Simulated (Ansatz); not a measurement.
**Nudged elastic band run: CH₄FOSi, charge +1**

input.yaml

```yaml
crystal:
  periodic: [false, false, false]
  atoms:
    - { symbol: O, position_ang: [-0.732661, 1.52012, -0.30241] }
    - { symbol: C, position_ang: [0.059177, 0.897858, 0.440763] }
    - { symbol: Si, position_ang: [0.358127, -0.992088, 0.046071] }
    - { symbol: F, position_ang: [-0.662855, -0.958439, -1.223722] }
    - { symbol: H, position_ang: [-1.109016, 0.937181, -1.013775] }
    - { symbol: H, position_ang: [0.488638, 1.528652, 1.239369] }
    - { symbol: H, position_ang: [1.76721, -1.152476, -0.36336] }
    - { symbol: H, position_ang: [-0.168611, -1.780798, 1.177064] }
total_charge: 1
basis:
  gaussian: { orbitals: def2-SVP }
hamiltonian:
  xc: pbe0
neb:
  order_check: false
  images: 9
  f_tol: 0.05
  max_iterations: 60
  optimiser: fire
  climbing: true
  final_atoms:
    - { symbol: O, position_ang: [-0.16434732, 1.74898387, 0.58567688] }
    - { symbol: C, position_ang: [-0.39211549, 0.80652383, -0.21117462] }
    - { symbol: Si, position_ang: [0.24168383, -1.05128763, -0.13615866] }
    - { symbol: F, position_ang: [-0.46767779, -1.66550884, -1.43073548] }
    - { symbol: H, position_ang: [0.40534076, 1.54138556, 1.35724018] }
    - { symbol: H, position_ang: [-1.04194532, 1.13460968, -1.0458146] }
    - { symbol: H, position_ang: [1.71255378, -0.94025666, -0.25980257] }
    - { symbol: H, position_ang: [-0.29348346, -1.5744398, 1.14076889] }
  initial_path:
    images:
      - { positions_ang: [[-0.732661, 1.52012, -0.30241], [0.059177, 0.897858, 0.440763], [0.358127, -0.992088, 0.046071], [-0.662855, -0.958439, -1.223722], [-1.109016, 0.937181, -1.013775], [0.488638, 1.528652, 1.239369], [1.76721, -1.152476, -0.36336], [-0.168611, -1.780798, 1.177064]] }
      - { positions_ang: [[-0.78140316, 1.50896941, -0.20130942], [0.07497341, 0.90354701, 0.37706283], [0.36416098, -0.99652625, 0.03559422], [-0.4683791, -0.97285815, -1.30060274], [-1.24107133, 0.92385018, -0.77084088], [0.58406541, 1.55156677, 1.01701653], [1.76424883, -1.17253768, -0.20826536], [-0.29658605, -1.74600128, 1.05134482]] }
      - { positions_ang: [[-0.83014532, 1.49781883, -0.10020884], [0.09076983, 0.90923601, 0.31336267], [0.37019497, -1.0009645, 0.02511744], [-0.27390319, -0.9872773, -1.37748348], [-1.37312667, 0.91051936, -0.52790675], [0.67949282, 1.57448155, 0.79466405], [1.76128766, -1.19259937, -0.05317073], [-0.4245611, -1.71120456, 0.92562564]] }
      - { positions_ang: [[-0.87888747, 1.48666824, 0.00089174], [0.10656624, 0.91492502, 0.2496625], [0.37622895, -1.00540276, 0.01464066], [-0.07942729, -1.00169646, -1.45436422], [-1.505182, 0.89718853, -0.28497263], [0.77492023, 1.59739632, 0.57231158], [1.75832649, -1.21266105, 0.10192391], [-0.55253615, -1.67640784, 0.79990647]] }
      - { positions_ang: [[-0.92762963, 1.47551765, 0.10199232], [0.12236266, 0.92061403, 0.18596234], [0.38226293, -1.00984101, 0.00416388], [0.11504861, -1.01611561, -1.53124496], [-1.63723733, 0.88385771, -0.04203851], [0.87034763, 1.62031109, 0.3499591], [1.75536532, -1.23272274, 0.25701854], [-0.6805112, -1.64161112, 0.67418729]] }
      - { positions_ang: [[-0.97637179, 1.46436706, 0.2030929], [0.13815907, 0.92630303, 0.12226217], [0.38829692, -1.01427926, -0.0063129], [0.30952452, -1.03053476, -1.6081257], [-1.76929267, 0.87052689, 0.20089562], [0.96577504, 1.64322586, 0.12760663], [1.75240415, -1.25278442, 0.41211318], [-0.80848624, -1.60681441, 0.54846811]] }
      - { positions_ang: [[-0.81396689, 1.52129043, 0.2796097], [0.03210416, 0.90234719, 0.05557481], [0.3589743, -1.02168093, -0.03228206], [0.15408406, -1.15752958, -1.57264766], [-1.33436598, 1.00469862, 0.43216453], [0.56423097, 1.54150263, -0.10707762], [1.74443408, -1.19027887, 0.27773003], [-0.70548569, -1.60033948, 0.66692827]] }
      - { positions_ang: [[-0.651562, 1.57821379, 0.35612649], [-0.07395075, 0.87839135, -0.01111255], [0.32965168, -1.02908261, -0.05825121], [-0.0013564, -1.28452439, -1.53716961], [-0.8994393, 1.13887036, 0.66343344], [0.1626869, 1.43977939, -0.34176187], [1.736464, -1.12777332, 0.14334688], [-0.60248513, -1.59386456, 0.78538842]] }
      - { positions_ang: [[-0.48915711, 1.63513715, 0.43264329], [-0.18000566, 0.85443551, -0.07779991], [0.30032906, -1.03648428, -0.08422036], [-0.15679686, -1.41151921, -1.50169157], [-0.46451261, 1.27304209, 0.89470235], [-0.23885717, 1.33805615, -0.57644611], [1.72849393, -1.06526777, 0.00896373], [-0.49948457, -1.58738964, 0.90384858]] }
      - { positions_ang: [[-0.32675221, 1.69206051, 0.50916008], [-0.28606057, 0.83047967, -0.14448727], [0.27100644, -1.04388595, -0.11018951], [-0.31223732, -1.53851403, -1.46621352], [-0.02958593, 1.40721382, 1.12597126], [-0.64040125, 1.23633291, -0.81113036], [1.72052385, -1.00276222, -0.12541942], [-0.39648401, -1.58091472, 1.02230873]] }
      - { positions_ang: [[-0.16434732, 1.74898387, 0.58567688], [-0.39211549, 0.80652383, -0.21117462], [0.24168383, -1.05128763, -0.13615866], [-0.46767779, -1.66550884, -1.43073548], [0.40534076, 1.54138556, 1.35724018], [-1.04194532, 1.13460968, -1.0458146], [1.71255378, -0.94025666, -0.25980257], [-0.29348346, -1.5744398, 1.14076889]] }
```

Command:

```bash
$ ansatz run input.yaml --threads 1 --pin off --max-ram 2048MiB --backend cpu --events-out ev --progress --plain --runs-dir out
```

Output, in part (warnings, iteration lines, the closing report on the highest movable image, with atoms numbered from 0):

```
NEB end point (image 0): max|allowed force component| = 4.741e-3 eV/Å (the criterion of neb.relax_end_points is 1.000e-2)
NEB end point (image 10): max|allowed force component| = 1.422e-2 eV/Å (the criterion of neb.relax_end_points is 1.000e-2)
NEB iter   1: max|band force component| = 9.350e1 eV/Å  barrier→ = 29.1473 eV  barrier← = 28.9053 eV  Δτ_max = 0.2000 Å  (271 SCF iters)
NEB iter   2: max|band force component| = 1.608e1 eV/Å  barrier→ = 8.2673 eV  barrier← = 8.0253 eV  Δτ_max = 0.2000 Å  (256 SCF iters)
NEB iter   3: max|band force component| = 1.179e1 eV/Å  barrier→ = 5.5501 eV  barrier← = 5.3080 eV  Δτ_max = 0.0427 Å  (269 SCF iters)
NEB iter   4: max|band force component| = 9.120e0 eV/Å  barrier→ = 4.7683 eV  barrier← = 4.5262 eV  Δτ_max = 0.0772 Å  (261 SCF iters)
NEB iter   5: max|band force component| = 5.955e0 eV/Å  barrier→ = 3.5690 eV  barrier← = 3.3270 eV  Δτ_max = 0.0938 Å  (258 SCF iters)
NEB iter   6: max|band force component| = 7.817e0 eV/Å  barrier→ = 2.4362 eV  barrier← = 2.1941 eV  Δτ_max = 0.0296 Å  (253 SCF iters)
NEB iter   7: max|band force component| = 6.047e0 eV/Å  barrier→ = 2.0927 eV  barrier← = 1.8506 eV  Δτ_max = 0.0527 Å  (255 SCF iters)
NEB iter   8: max|band force component| = 3.950e0 eV/Å  barrier→ = 1.5948 eV  barrier← = 1.3528 eV  Δτ_max = 0.0659 Å  (250 SCF iters)
NEB iter   9: max|band force component| = 4.336e0 eV/Å  barrier→ = 1.0811 eV  barrier← = 0.8391 eV  Δτ_max = 0.0158 Å  (256 SCF iters)
NEB iter  10: max|band force component| = 3.083e0 eV/Å  barrier→ = 0.9637 eV  barrier← = 0.7216 eV  Δτ_max = 0.0272 Å  (247 SCF iters)
NEB iter  11: max|band force component| = 2.483e0 eV/Å  barrier→ = 0.7774 eV  barrier← = 0.5354 eV  Δτ_max = 0.0349 Å  (252 SCF iters)
NEB iter  12: max|band force component| = 2.503e0 eV/Å  barrier→ = 0.5837 eV  barrier← = 0.3416 eV  Δτ_max = 0.0091 Å  (252 SCF iters)
NEB iter  13: max|band force component| = 1.957e0 eV/Å  barrier→ = 0.5428 eV  barrier← = 0.3007 eV  Δτ_max = 0.0163 Å  (237 SCF iters)
NEB iter  14: max|band force component| = 1.513e0 eV/Å  barrier→ = 0.4743 eV  barrier← = 0.2323 eV  Δτ_max = 0.0061 Å  (264 SCF iters)
NEB iter  15: max|band force component| = 1.423e0 eV/Å  barrier→ = 0.4497 eV  barrier← = 0.2076 eV  Δτ_max = 0.0119 Å  (206 SCF iters)
NEB iter  16: max|band force component| = 1.248e0 eV/Å  barrier→ = 0.4077 eV  barrier← = 0.1657 eV  Δτ_max = 0.0170 Å  (229 SCF iters)
NEB iter  17: max|band force component| = 9.970e-1 eV/Å  barrier→ = 0.3586 eV  barrier← = 0.1165 eV  Δτ_max = 0.0210 Å  (234 SCF iters)
NEB iter  18: max|band force component| = 6.887e-1 eV/Å  barrier→ = 0.3131 eV  barrier← = 0.0710 eV  Δτ_max = 0.0238 Å  (237 SCF iters)
NEB iter  19: max|band force component| = 3.487e-1 eV/Å  barrier→ = 0.2904 eV  barrier← = 0.0484 eV  CI = image 5  Δτ_max = 0.0249 Å  (238 SCF iters)
NEB iter  20: max|band force component| = 2.212e-1 eV/Å  barrier→ = 0.2885 eV  barrier← = 0.0464 eV  CI = image 5  Δτ_max = 0.0253 Å  (240 SCF iters)
NEB iter  21: max|band force component| = 3.752e-1 eV/Å  barrier→ = 0.2862 eV  barrier← = 0.0442 eV  CI = image 5  Δτ_max = 0.0004 Å  (235 SCF iters)
NEB iter  22: max|band force component| = 3.713e-1 eV/Å  barrier→ = 0.2862 eV  barrier← = 0.0441 eV  CI = image 5  Δτ_max = 0.0008 Å  (169 SCF iters)
NEB iter  23: max|band force component| = 3.635e-1 eV/Å  barrier→ = 0.2861 eV  barrier← = 0.0440 eV  CI = image 5  Δτ_max = 0.0012 Å  (174 SCF iters)
NEB iter  24: max|band force component| = 3.514e-1 eV/Å  barrier→ = 0.2860 eV  barrier← = 0.0439 eV  CI = image 5  Δτ_max = 0.0016 Å  (175 SCF iters)
NEB iter  25: max|band force component| = 3.346e-1 eV/Å  barrier→ = 0.2858 eV  barrier← = 0.0437 eV  CI = image 5  Δτ_max = 0.0020 Å  (178 SCF iters)
NEB iter  26: max|band force component| = 3.126e-1 eV/Å  barrier→ = 0.2856 eV  barrier← = 0.0435 eV  CI = image 5  Δτ_max = 0.0023 Å  (183 SCF iters)
NEB iter  27: max|band force component| = 2.849e-1 eV/Å  barrier→ = 0.2853 eV  barrier← = 0.0432 eV  CI = image 5  Δτ_max = 0.0030 Å  (186 SCF iters)
NEB iter  28: max|band force component| = 2.471e-1 eV/Å  barrier→ = 0.2850 eV  barrier← = 0.0429 eV  CI = image 5  Δτ_max = 0.0037 Å  (185 SCF iters)
NEB iter  29: max|band force component| = 1.968e-1 eV/Å  barrier→ = 0.2846 eV  barrier← = 0.0425 eV  CI = image 5  Δτ_max = 0.0044 Å  (191 SCF iters)
NEB iter  30: max|band force component| = 1.320e-1 eV/Å  barrier→ = 0.2841 eV  barrier← = 0.0420 eV  CI = image 5  Δτ_max = 0.0050 Å  (194 SCF iters)
NEB iter  31: max|band force component| = 1.023e-1 eV/Å  barrier→ = 0.2835 eV  barrier← = 0.0415 eV  CI = image 5  Δτ_max = 0.0053 Å  (198 SCF iters)
NEB iter  32: max|band force component| = 9.438e-2 eV/Å  barrier→ = 0.2829 eV  barrier← = 0.0408 eV  CI = image 5  Δτ_max = 0.0050 Å  (203 SCF iters)
NEB iter  33: max|band force component| = 1.087e-1 eV/Å  barrier→ = 0.2822 eV  barrier← = 0.0401 eV  CI = image 5  Δτ_max = 0.0004 Å  (207 SCF iters)
NEB iter  34: max|band force component| = 1.026e-1 eV/Å  barrier→ = 0.2821 eV  barrier← = 0.0401 eV  CI = image 5  Δτ_max = 0.0009 Å  (172 SCF iters)
NEB iter  35: max|band force component| = 9.928e-2 eV/Å  barrier→ = 0.2820 eV  barrier← = 0.0400 eV  CI = image 5  Δτ_max = 0.0013 Å  (175 SCF iters)
NEB iter  36: max|band force component| = 9.129e-2 eV/Å  barrier→ = 0.2819 eV  barrier← = 0.0399 eV  CI = image 5  Δτ_max = 0.0016 Å  (177 SCF iters)
NEB iter  37: max|band force component| = 7.625e-2 eV/Å  barrier→ = 0.2817 eV  barrier← = 0.0397 eV  CI = image 5  Δτ_max = 0.0019 Å  (178 SCF iters)
NEB iter  38: max|band force component| = 7.037e-2 eV/Å  barrier→ = 0.2815 eV  barrier← = 0.0395 eV  CI = image 5  Δτ_max = 0.0021 Å  (181 SCF iters)
NEB iter  39: max|band force component| = 6.602e-2 eV/Å  barrier→ = 0.2813 eV  barrier← = 0.0393 eV  CI = image 5  Δτ_max = 0.0023 Å  (183 SCF iters)
NEB iter  40: max|band force component| = 6.143e-2 eV/Å  barrier→ = 0.2811 eV  barrier← = 0.0390 eV  CI = image 5  Δτ_max = 0.0028 Å  (184 SCF iters)
NEB iter  41: max|band force component| = 5.870e-2 eV/Å  barrier→ = 0.2808 eV  barrier← = 0.0387 eV  CI = image 5  Δτ_max = 0.0033 Å  (192 SCF iters)
NEB iter  42: max|band force component| = 6.309e-2 eV/Å  barrier→ = 0.2805 eV  barrier← = 0.0384 eV  CI = image 5  Δτ_max = 0.0040 Å  (198 SCF iters)
NEB iter  43: max|band force component| = 6.970e-2 eV/Å  barrier→ = 0.2802 eV  barrier← = 0.0382 eV  CI = image 5  Δτ_max = 0.0047 Å  (202 SCF iters)
NEB iter  44: max|band force component| = 6.086e-2 eV/Å  barrier→ = 0.2800 eV  barrier← = 0.0380 eV  CI = image 5  Δτ_max = 0.0056 Å  (204 SCF iters)
NEB iter  45: max|band force component| = 4.565e-2 eV/Å  barrier→ = 0.2799 eV  barrier← = 0.0378 eV  CI = image 5  Δτ_max = 0.0000 Å  (445 SCF iters)
Total energy: -13719.39633882 eV, -504.1785161107 hartree
Atom 0 at    -0.993241     1.500185     0.199495 Å, force    -0.000322     0.005246     0.008346 eV/Å
Atom 1 at     0.123964     0.934467     0.144359 Å, force    -0.004918     0.000127    -0.001263 eV/Å
Atom 2 at     0.408614    -1.010597    -0.065464 Å, force     0.000014    -0.002094    -0.002273 eV/Å
Atom 3 at     0.295933    -1.068129    -1.666831 Å, force     0.015561    -0.021715    -0.001847 eV/Å
Atom 4 at    -1.773648     0.902771     0.189034 Å, force    -0.007968     0.013916     0.009689 eV/Å
Atom 5 at     0.946641     1.674544     0.154330 Å, force    -0.001136    -0.003213    -0.000099 eV/Å
Atom 6 at     1.755771    -1.308822     0.449647 Å, force     0.005291     0.007529    -0.004877 eV/Å
Atom 7 at    -0.764024    -1.624409     0.595428 Å, force    -0.006523     0.000204    -0.007675 eV/Å
Dipole moment:    -0.203236     0.401619     0.674669 e Å
```

It converged. Another band between the same ends (9 images) ends at a top of the same energy, where a vibrational analysis finds 1 clearly imaginary mode. Limits of this set-up: the dipole of an ion depends on the origin.

Final band (atoms are numbered from 1 in the order of the input):

```tsv
image	path coordinate (Å)	energy (eV)	dihedral O1–C2–Si3–F4 (°)
0	0.00	0.000	0
1	0.52	0.049	16
2	1.04	0.151	33
3	1.56	0.235	49
4	2.07	0.275	67
5	2.58	0.280	84
6	3.10	0.267	104
7	3.63	0.253	123
8	4.15	0.245	142
9	4.67	0.243	161
10	5.18	0.242	178
```

Run time: 9.7 min on 1 thread of Intel(R) Xeon(R) Platinum 8559C (Emerald Rapids), on a shared host, peak memory 0.17 GiB.
